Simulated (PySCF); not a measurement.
# Bonding in `C=[P@@](C)(/C=C\PC)CC`

Species: C₇H₁₆P₂.
SMILES with atom numbers: `[CH2:1]=[P@@:2]([CH3:3])(/[CH:4]=[CH:5]\[PH:6][CH3:7])[CH2:8][CH3:9]` (hydrogens: H10, H11 on C1; H12, H13, H14 on C3; H15 on C4; H16 on C5; H17 on P6; H18, H19, H20 on C7; H21, H22 on C8; H23, H24, H25 on C9)

Structure used (GFN2-xTB), in Å, numbered top down from 1:
```
atom  x, y, z in Å
C1    -0.4627    0.1867   -1.5899
P2    -0.9380   -0.2451   -0.0046
C3    -1.0571   -2.0595    0.1456
C4     0.3897    0.2682    1.0944
C5     1.6326    0.3964    0.6364
P6     2.1840    0.0915   -1.0642
C7     3.9719   -0.2169   -0.6017
C8    -2.4389    0.3236    0.9697
C9    -2.5368    1.8397    0.8975
H10   -1.0978   -0.2987   -2.3311
H11   -0.4905    1.2693   -1.7108
H12   -1.1890   -2.3522    1.1861
H13   -1.9003   -2.4106   -0.4477
H14   -0.1395   -2.4891   -0.2510
H15    0.1354    0.5124    2.1211
H16    2.4095    0.7770    1.2933
H17    1.8690   -1.2639   -1.1059
H18    4.4462    0.7264   -0.3345
H19    4.4849   -0.6158   -1.4749
H20    4.0717   -0.9202    0.2236
H21   -2.3666   -0.0195    2.0046
H22   -3.3203   -0.1391    0.5142
H23   -2.5927    2.1586   -0.1430
H24   -1.6555    2.3016    1.3411
H25   -3.4201    2.2033    1.4195
```

Bond orders from the PBE0/pcSseg-1 density (PySCF). The structure is a single GFN2-xTB conformer in the gas phase; no vibrational or solvent corrections.

How far do the computed orders between heavy atoms stray from the drawn ones?

The largest departure is 0.498, at C1–P2 (drawn double, 1.502). Drawn single, order below 0.88: P2–C8 (0.853). Drawn double or triple, more than 0.30 short of the drawn order: C1–P2 (1.502).

Set the Mayer orders of the bonds between heavy atoms beside their lengths.

```tsv
bond	drawn as	length (Å)	Mayer order
C1–P2	double	1.710	1.502
P2–C3	single	1.825	1.011
P2–C4	single	1.798	0.900
C4–C5	double	1.331	1.867
C5–P6	single	1.814	0.971
P6–C7	single	1.872	0.909
P2–C8	single	1.878	0.853
C8–C9	single	1.521	1.046
```

By pair of heavy elements: C–P: lowest P2–C8 (0.853, 1.878 Å), highest C1–P2 (1.502, 1.710 Å); in 3 of the 15 pairs the longer bond (by over 0.003 Å) has the higher order (by 0.02 or more). C–C: lowest C8–C9 (1.046, 1.521 Å), highest C4–C5 (1.867, 1.331 Å).

And the bonds to hydrogen?

C–H: 0.93 to 0.96 (15 bonds); H–P: 0.92 (1 bond).

Sum the orders of all bonds at each heavy atom with more than one neighbour and set the sums beside the valence in the SMILES.

C1 3.372 (drawn 4), P2 4.266 (drawn 5), C3 3.834 (drawn 4), C4 3.707 (drawn 4), C5 3.771 (drawn 4), P6 2.804 (drawn 3), C7 3.790 (drawn 4), C8 3.768 (drawn 4), C9 3.930 (drawn 4). Orders between atoms that aren't bonded are not in these sums.

The Mayer order sums products of elements of PS (density times overlap matrix) between the two atoms' basis functions, so it depends on the basis set.

These values come from a run that also computed NMR shieldings. Cost: about 2.7 min of CPU time on one thread; the machine was shared, so the figure is rough.
